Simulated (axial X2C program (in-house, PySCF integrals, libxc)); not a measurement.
# Worked dissociation energy of GeTe⁻: M06, without spin–orbit coupling

Computed with an in-house all-electron X2C program for linear molecules (integrals from PySCF). Spin-free means the one-electron spin-free X2C Hamiltonian. Basis: Te dyall-acv3z [12s13p9d5f1g], Ge dyall-acv3z [10s10p8d5f1g] (cores contracted in-house); Gaussian nuclei, density fitting, unrestricted open shells. Masses: Te 129.906 u, Ge 73.921 u.

Molecular state: M_S = 1/2, Λ = 1 (beyond evenly filled blocks: π+α).

| Quantity | Value |
| --- | --- |
| E(Te-) (2M_S = 1, M_L = 1) | -6793.980165 hartree |
| E(Ge) (2M_S = 2, M_L = 1) | -2098.795777 hartree |
| E(GeTe⁻) at Re | -8892.899645 hartree |
| ωe | 260.4 cm⁻¹ |
| ωexe | 0.535 cm⁻¹ |

(1) Work out De and D0.

The state is a single determinant with fixed occupations, the lowest that a limited PBE0 search found. De is counted from the lowest determinant-based energies of the atoms at the same level, without counterpoise correction. Without a current term, density functionals place determinants with orbital angular momentum somewhat too high. The highest occupied level of some functionals is positive through self-interaction error; at Hartree–Fock it is bound. Spin-free De lacks the spin–orbit lowering of the heavy p-block atom, a tenth of an eV or more for 4p and 5p, up to an eV for 6p and one to two eV for 7p atoms, less what an open-shell molecule gains itself.

Each atomic determinant is the lowest at this level and need not be a pure term. Totals compare only within one Hamiltonian and basis.

## Answers

(1) De = -6793.980165 + (-2098.795777) − (-8892.899645) = 0.12370 hartree = 3.366 eV. The zero-point energy is ωe/2 − ωexe/4 = 130 cm⁻¹ = 0.016 eV, so D0 = 3.350 eV.
